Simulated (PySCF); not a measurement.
## He⁺ (helium, charge +1) across methods

1s1, 2S determinant. Computed with PySCF 2.14 in aug-cc-pVTZ with one added diffuse shell each of s, p, d type (5s4p3d, 32 functions), with no relativity, point nucleus.

```json
{"method": "r2SCAN", "E (hartree)": "-1.9993", "mean ε 1s α (eV)": "-43.222", "Σ⟨r²⟩ (bohr²)": "0.7645", "⟨S²⟩": "0.750"}
{"method": "PBE0", "E (hartree)": "-1.9959", "mean ε 1s α (eV)": "-45.172", "Σ⟨r²⟩ (bohr²)": "0.7729", "⟨S²⟩": "0.750"}
{"method": "PBE", "E (hartree)": "-1.9931", "mean ε 1s α (eV)": "-42.041", "Σ⟨r²⟩ (bohr²)": "0.7811", "⟨S²⟩": "0.750"}
{"method": "MN15", "E (hartree)": "-2.0047", "mean ε 1s α (eV)": "-45.625", "Σ⟨r²⟩ (bohr²)": "0.7834", "⟨S²⟩": "0.750"}
{"method": "LDA", "E (hartree)": "-1.9410", "mean ε 1s α (eV)": "-41.108", "Σ⟨r²⟩ (bohr²)": "0.8018", "⟨S²⟩": "0.750"}
{"method": "CAM-B3LYP", "E (hartree)": "-1.9893", "mean ε 1s α (eV)": "-46.438", "Σ⟨r²⟩ (bohr²)": "0.7783", "⟨S²⟩": "0.750"}
{"method": "TPSSh", "E (hartree)": "-1.9991", "mean ε 1s α (eV)": "-43.889", "Σ⟨r²⟩ (bohr²)": "0.7653", "⟨S²⟩": "0.750"}
{"method": "UHF", "E (hartree)": "-1.99892", "mean ε 1s α (eV)": "-54.393", "Σ⟨r²⟩ (bohr²)": "0.7535", "⟨S²⟩": "0.750"}
```

**Question.** Estimate the same row for BP86.

**Answer.** E (hartree) = -1.9921; mean ε 1s α (eV) = -42.015; Σ⟨r²⟩ (bohr²) = 0.7755; ⟨S²⟩ = 0.750.

For one electron the Hartree and exchange-correlation energies should cancel; what remains is the self-interaction error.
